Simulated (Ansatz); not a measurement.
**Four-centre ligand exchange**

Start structure (SiPH$_{7}$SO, closed shell), relaxed at PBE0-D4/def2-TZVP:

Si1  (-1.675, -0.425, 0.270)
S2  (-0.807, -2.364, 0.176)
H3  (-3.136, -0.685, 0.196)
H4  (-1.315, 0.286, 1.515)
O5  (-1.159, 0.577, -0.931)
H6  (3.317, 0.981, 0.565)
P7  (2.012, 0.557, 0.204)
H8  (0.438, -1.891, 0.379)
H9  (-1.218, 0.240, -1.827)
H10  (1.396, 1.768, 0.602)
H11  (2.148, 0.956, -1.149)
(Å)

The step: SiH₄SO ([OH][SiH2][SH]) + PH₃ → SiPH₅O ([OH][SiH2][PH2]) + H₂S; bonds formed: Si1–P7, S2–H6; bonds broken: Si1–S2, H6–P7. Computed with Ansatz 0.2.0 (basis: def2-TZVPP and def2-QZVPP); correlated methods freeze the cores. Extrapolation: Hartree–Fock as exp(−7.88 √X), correlation as X^−2.97. Energies below are by CCSD(T) at an estimated basis limit (MP2 extrapolated from triple and quadruple zeta, plus CCSD(T) − MP2 in triple zeta).

**Question.** What are the electronic barrier and the energy of the step, from the start structure to the end structure? (To be estimated.)

**Answer.** Computed: Barrier 2.039 eV; step energy 0.532 eV (uphill); reverse barrier, their difference, 1.507 eV. Barrier and step energy count from the start structure, the reverse barrier from the end structure.

The saddle point: One imaginary mode of 923i cm⁻¹.
| pair | start (Å) | saddle (Å) | end (Å) |
| --- | --- | --- | --- |
| Si1–P7 | 3.82 | 2.29 | 2.26 |
| S2–H6 | 5.32 | 1.95 | 1.34 |
| Si1–S2 | 2.13 | 2.77 | 3.81 |
| H6–P7 | 1.42 | 1.50 | 3.04 |

Zero-point energy (harmonic, PBE0-D4): ZPE is 1.809 eV at the start and 1.775 eV at the saddle, so the barrier goes from 2.039 to 2.005 eV.

T1 diagnostic: at most 0.016.

Labels in which every atom is bracketed show which atoms are joined, not bond orders.

For scale, one of the runs: CCSD(T)/def2-TZVPP, 255 basis functions, launched by `ansatz run in.yaml --threads 4 --pin off --events-out ev --progress --plain --max-ram 9574MiB`. Hardware: 4 CPU threads of an Arm Neoverse V2, shared host. Wall time 110 s; peak host memory 5.2 GiB.
